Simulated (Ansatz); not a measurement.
Spectroscopic constants of TiSi, multiplicity 5 (lowest of 2S+1 = 1, 3, 5, 7 at PBE0/def2-TZVPP; our sources give no spin for the ground state, which may be another). No spin–orbit coupling. Ti is treated without relativity.

The constants come from a fifth-degree fit in 1/R (seven points, main isotopes). In def2 and cc sets the state is the lowest found near the PBE0 minimum, followed along R.

Codes used: Ansatz (Gaussian orbitals). Each number belongs to the level named beside it.

Energies at PBE0/def2-TZVPP:

| R (Å) | E (hartree) |
|---|---|
| 2.252128 | -1138.47521783 |
| 2.312669 | -1138.47891922 |
| 2.368366 | -1138.48070024 |
| 2.431329 | -1138.48119571 |
| 2.494292 | -1138.48040491 |
| 2.566941 | -1138.47826220 |
| 2.651699 | -1138.47454809 |

**Question.** With a reduced mass of 17.6679 u, find the minimum, the force constant and the constants.

**Answer.** A fifth-degree polynomial in 1/R puts the minimum at r_e = 2.4217 Å with force constant 146 N/m. Then ω_e = (1/2πc)√(k/μ) = 375 cm⁻¹ and B_e = h/(8π²cμr_e²) = 0.1627 cm⁻¹; the cubic and quartic terms give α_e = 0.00087 and ω_e x_e = 1.6 cm⁻¹.

Ansatz is a program for electronic structure.
